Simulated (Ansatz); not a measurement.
Mulliken charges of BFGeH$_{5}$NO (`[NH2][GeH2][O]BF`) from ωB97M-V/def2-TZVPP in Ansatz (PBE0-D4/def2-TZVP geometry).

```
atom   x (Å)   y (Å)   z (Å)  charge (e)
  N1  -0.064   0.915   1.772      -0.367
 Ge2  -0.852   0.446   0.207       0.419
  O3   0.370   0.131  -1.087      -0.389
  B4   0.815  -1.061  -1.492       0.288
  F5   1.752  -1.108  -2.435      -0.248
  H6   0.450   0.188   2.247       0.113
  H7   0.480   1.765   1.757       0.117
  H8  -1.638  -0.852   0.418       0.029
  H9  -1.649   1.633  -0.331       0.034
 H10   0.419  -2.108  -1.053       0.005
```

Task: By hand: the dipole of these point charges (1 e Å = 4.8032 D).

Result: Σ q r = (-0.672, 0.017, 0.489) e Å, of length 0.831 e Å = 3.99 D.

Task: How does the dipole of the full density compare? (An estimate is asked.)

Result: Ansatz gave: (-0.206, 0.103, 0.451) e Å, 2.43 D; the point charges give 1.64 times that, at 31° from its direction.

Point charges leave out the atoms' own dipoles, such as those of lone pairs, and Mulliken's split depends on the basis, so the two needn't agree.
